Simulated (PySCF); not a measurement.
Species: CH₁₀Ge₃O.
Structure used (PBE0-D3(BJ)/def2-SVP), in Å, numbered top down from 1:
```xyz
15
CH10Ge3O angstrom
C      2.4598   -0.0776   -0.3984
O      1.2456   -0.7715   -0.4177
Ge    -0.1357   -0.1468    0.5445
Ge    -0.8960    1.9741   -0.3817
Ge    -1.7965   -1.9016    0.4219
H      2.8866    0.0041    0.6207
H      2.3736    0.9486   -0.8071
H      3.1858   -0.6237   -1.0221
H      0.3742    0.0752    1.9938
H      0.2724    2.9605   -0.5681
H     -1.9236    2.6095    0.5750
H     -1.5697    1.7459   -1.7470
H     -2.1385   -2.1808   -1.0513
H     -3.0747   -1.4422    1.1492
H     -1.2787   -3.1907    1.0818
```

Theory: PySCF, TDDFT CAM-B3LYP/def2-SVPD, vertical, gas phase, core orbitals frozen in the response. Relativistic effects, spin–orbit coupling among them, are left out although an element past zinc is present.

Broadening: Gaussians 0.25 eV wide at half height, area fixed by f = 4.319×10⁻⁹ ∫ε dν̃. The width is an assumption, not a result. The curve ends short of the highest state used, and states not computed would add to its high-energy end.

```csv
E (eV),ε (L mol⁻¹ cm⁻¹)
5.47,4
5.50,11
5.52,20
5.55,47
5.57,77
5.60,153
5.63,282
5.65,405
5.68,652
5.71,969
5.73,1207
5.76,1571
5.79,1887
5.81,2040
5.84,2145
5.87,2083
5.89,1953
5.92,1660
5.95,1303
5.97,1060
6.00,729
6.03,463
6.05,328
6.08,189
6.10,133
6.13,105
6.16,156
6.18,256
6.21,577
6.24,1251
6.26,2012
6.29,3849
6.32,6802
6.34,9515
6.37,14741
6.40,21115
6.42,25699
6.45,32374
6.48,37845
6.50,40348
6.53,41965
6.56,41021
6.58,39224
6.61,35440
6.63,32623
6.66,28590
6.69,25266
6.71,23544
6.74,21612
6.77,20190
6.79,19340
6.82,17959
6.85,16245
6.87,14873
6.90,12524
6.93,10008
```

Task: Where are the band maxima, and which computed states make them?

Result: 212 nm (5.84 eV), ε about 2100, made up of S1 (100%); 190 nm (6.53 eV), ε about 42000, made up of S2 (92%) (ε in L mol⁻¹ cm⁻¹; maxima over ε = 5, shares over 10%). The states used: S1 5.84 eV (f 0.020); S2 6.52 eV (f 0.361); S3 6.65 eV (f 0.014); S4 6.71 eV (f 0.090); S5 6.85 eV (f 0.109); S6 7.15 eV (f 0.0013); S7 7.29 eV (f 0.218); S8 7.43 eV (f 0.031); S9 7.49 eV (f 0.030); S10 7.53 eV (f 0.047).

Task: On this curve, what absorbance would a 10⁻⁴ mol/L sample give at 222 nm over a 1 cm path?

Result: 222 nm is 5.585 eV, where ε is about 110 L mol⁻¹ cm⁻¹, so A = ε c l ≈ 0.011 (Beer–Lambert, with the gas-phase spectrum and the assumed width).

Task: Coming from long wavelengths, where does ε first pass 100 L mol⁻¹ cm⁻¹?

Result: At about 222 nm (5.58 eV), 0.26 eV below S1.

Task: Does any computed singlet lie in the visible range?

Result: No computed singlet lies in the visible range (380 to 750 nm); the lowest, at 212 nm, stands 2.58 eV above its violet end (3.26 eV).

All these states lie below the vertical ionisation energy of 9.20 eV (ΔSCF).

On Intel Xeon at 2.50 GHz, one thread, shared host, this took 9.2 min of wall time and 1.2 GiB of memory at its peak.

One conformer stands for the species.

Without π bonds the low states are Rydberg-like; a valence basis with one diffuse set may place them up to an eV too high.
